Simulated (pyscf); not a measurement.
Optimised with ωB97X-D3(BJ)/def2-SVP in PySCF. MP2 and CC: frozen core, UHF for open shells. ΔMP2 is the change of the MP2 total energy from the triple- to the quadruple-zeta basis.

### Question
What is the homolytic dissociation enthalpy (298 K, CCSD(T)/def2-TZVPP + ΔMP2(QZVPP)) of the Al–Ga bond of H₂P–AlH–GaH₂, to [HAl–PH₂]• + GaH₂•?

### Answer
Al–Ga to [HAl–PH₂]• + GaH₂•: 2.79 eV. The radicals are drawn with the spin at the cut bond; how far it spreads was not checked. H₂P–AlH–GaH₂ lies 0.52 eV over its isomer H₂Al–PH–GaH₂, and others may lie lower still (electronic energy, ωB97M-D3(BJ)). Other isomers of [HAl–PH₂]• were not searched in full and may lie lower. The CCSD(T) − MP2 part came from Ansatz, without density fitting, on the same reference. The frozen core leaves the outer d or s,p core shells of the metals and heavy elements correlated in the MP2 and CC values, and def2-TZVPP describes them poorly, which can shift differences by a few kcal/mol. Elements up to Kr have no core potential and no relativistic terms here.
